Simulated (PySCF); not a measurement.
CH5BO2S. Atoms are numbered in the order given.

```xyz
10

B     -0.0621     0.8230     0.0000
O      0.7103     1.9499     0.0000
H      0.2288     2.7852     0.0000
O     -1.4301     0.8018     0.0000
H     -1.8568     1.6669     0.0000
S      0.8390    -0.7619     0.0000
C     -0.5472    -1.9588     0.0000
H     -1.1716    -1.8376    -0.8950
H     -0.1008    -2.9622     0.0000
H     -1.1716    -1.8376     0.8950
```
Charge 0, spin multiplicity 1.

Geometry optimised at B3LYP-D3(BJ)/def2-SVP. One conformer was computed; it need not be the lowest.

All values below come from PBE/pcSseg-1 run with PySCF.

GIAO shieldings, no solvent; atoms listed in one row are averaged. δ = σ(ref) − σ: ¹¹B against BF3 (σ = 83.9 ppm); ¹⁷O against H2O (σ = 334.3 ppm); ¹H against TMS (σ = 31.49 ppm); ³³S against H2S (σ = 706.5 ppm); ¹³C against TMS (σ = 182.0 ppm), references at their B3LYP-D3(BJ)/def2-TZVP geometries, non-relativistic.

Computed chemical shifts:
| nucleus | atoms | count | δ (ppm) |
|---|---|---|---|
| ¹¹B | B1 | 1 | 18.9 |
| ¹⁷O | O4 | 1 | 125.5 |
| ¹⁷O | O2 | 1 | 121.4 |
| ¹H | H3, H5 | 2 | 3.27 |
| ¹H | H8, H9, H10 | 3 | 2.21 |
| ³³S | S6 | 1 | 111.3 |
| ¹³C | C7 | 1 | 17.5 |
